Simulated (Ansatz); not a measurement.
Ideal-gas functions of C2H3Br3 (`BrCC(Br)Br`) at 800 K and 1 bar, from an Ansatz frequency run at PBE0-D4/def2-TZVP.

Molar mass 266.76 g/mol, point group C1 (symmetry number 1), electronic degeneracy 1, moments of inertia 347.399, 865.063, 1195.084 u Å². Harmonic wavenumbers (cm⁻¹, unscaled): 80, 135, 161, 211, 335, 581, 639, 709, 892, 1077, 1145, 1170, 1244, 1306, 1456, 3119, 3172, 3193.

Use S(trans) = R[1.5 ln M + 2.5 ln T − 1.1517]; rotational temperatures θ = 24.2544 K / I; S(rot) = R[ln(√π/σ · √(T³/θAθBθC)) + 1.5]; for each mode x = 1.438777 ν̃/T, S = R[x/(eˣ − 1) − ln(1 − e⁻ˣ)] and H = RT x/(eˣ − 1); 1 cm⁻¹ = 0.0119627 kJ/mol; R = 8.31446 J/(mol·K).

Problem. By hand: the entropy, in J/(mol·K).

Solution. Translation 199.0. Rotation: θ = 0.0698, 0.028, 0.0203 K, giving 142.7. Vibration, mode by mode: 24.44, 20.10, 18.65, 16.42, 12.65, 8.32, 7.60, 6.84, 5.22, 4.01, 3.64, 3.51, 3.16, 2.90, 2.34, 0.20, 0.19, 0.18, in all 140.4. Electronic 0.0. Sum 482.1 J/(mol·K).

Problem. By hand: H − E and G − E in kJ/mol, counted from the electronic energy.

Solution. Zero-point energy ½ × 20625 × 0.0119627 = 123.4; thermal vibration 52.7; translation, rotation and pV give 4 RT = 26.6. H − E = 202.7 kJ/mol, and G − E = 202.7 − 800 × 482.1/1000 = -183.0 kJ/mol.

Vibration gives 29 % of the entropy, 44.5 J/(mol·K) of it from the modes under 150 cm⁻¹: soft modes count most, and the harmonic formula is weakest for them. The sum counts one conformer and one mirror image; others add a mixing term.
